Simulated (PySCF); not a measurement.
Stepwise substitution at one centre (Al CH3-H). Gas-phase values, no solvent. Strings in code marks are SMILES.

Calculation: PBE-D3(BJ)/def2-TZVP // B3LYP-D3(BJ)/def2-TZVP (PySCF). Excitations are Tamm–Dancoff values on a coarser integration grid. The basis has no diffuse functions, so Rydberg states are missing or too high.

```tsv
species	brightest of the four lowest singlets (TDA) (eV)	S1 oscillator strength	dipole moment (D)
0 of 3 CH3 replaced by H (`[CH3][Al]([CH3])[CH3]`)	[?]	0.000	0.01
1 of 3 CH3 replaced by H (`[CH3][AlH][CH3]`)	6.53	0.000	0.69
2 of 3 CH3 replaced by H (`[CH3][AlH2]`)	[?]	0.001	0.77
3 of 3 CH3 replaced by H (`[AlH3]`)	–	–	0.00
```

Problem. Fill in the missing entries.

Solution. 
- 0 of 3 CH3 replaced by H (`[CH3][Al]([CH3])[CH3]`), brightest of the four lowest singlets (TDA) (eV): 6.11
- 2 of 3 CH3 replaced by H (`[CH3][AlH2]`), brightest of the four lowest singlets (TDA) (eV): 7.08
